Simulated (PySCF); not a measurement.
# BrF₂⁺, singlet: structure and spectrum

Level of theory: PySCF, PBE0, basis Br def2-TZVP, F def2-TZVP (no relativity, density fitting).

The structure is a minimum.

```xyz
3
charge 1 multiplicity 1, angstrom
Br    0.0000    0.0000   -0.3524
F     1.2749    0.0000    0.7360
F    -1.2749    0.0000    0.7360
```

| Item | Value |
| --- | --- |
| Point group | C2v |
| Bond lengths | Br–F 1.676 Å (×2) |
| Bond angles | F–Br–F 99.0° |
| Highest occupied level | -17.12 eV |
| Rotational constants | 0.5548, 0.273, 0.183 cm⁻¹ |
| Entropy at 298.15 K and 1 bar | 269.3 J/(mol K) |
| Principal polarisabilities | 13.0, 19.4, 24.4 bohr³ |
| Dipole moment about the centre of mass | 1.89 D |
| Zero-point energy | 11.1 kJ/mol |
| Principal quadrupole moments (Buckingham, traceless) about the centre of mass | -2.58, 0.90, 1.69 D Å |
| Enthalpy at 298.15 K above 0 K | 11.50 kJ/mol |
| Lowest empty level | -11.38 eV |
| Rotational symmetry number | 2 |
| Heat capacity Cp at 298.15 K | 46.0 J/(mol K) |

Harmonic modes (masses in u: Br 78.918, F 18.998):
```tsv
symmetry	ω (cm⁻¹)	IR (km/mol)
a1	285	5.8
b2	782	54.0
a1	790	16.7
```

In C2v the vibrations span 2a1 + b2. Here b1 is antisymmetric to the molecular plane and b2 lies in it.

Charges (e):
| atom | Mulliken | Löwdin | polar tensor | Mayer order to Br1 |
| --- | --- | --- | --- | --- |
| Br1 | 1.08 | 1.07 | 1.41 | – |
| F2,3 | -0.04 | -0.04 | -0.21 | 1.16 |

Mulliken populations on Br1: s 7.95, p 15.61, d 10.29, f 0.06.

Outer orbital energies (eV). occupied: -24.35, -23.42, -22.64, -21.09, -20.93, -20.75, -17.12; empty: -11.38, -10.68, -0.56, -0.53.

Counting electrons, bromine keeps 4 of its valence electrons outside its bonds, so the VSEPR class is AX2E2 and the expected shape is bent (C2v), as computed.

Other isomers or separated fragments may lie lower.

The final relaxation and frequency run took of the order of 2.2 core-minutes on a shared host.
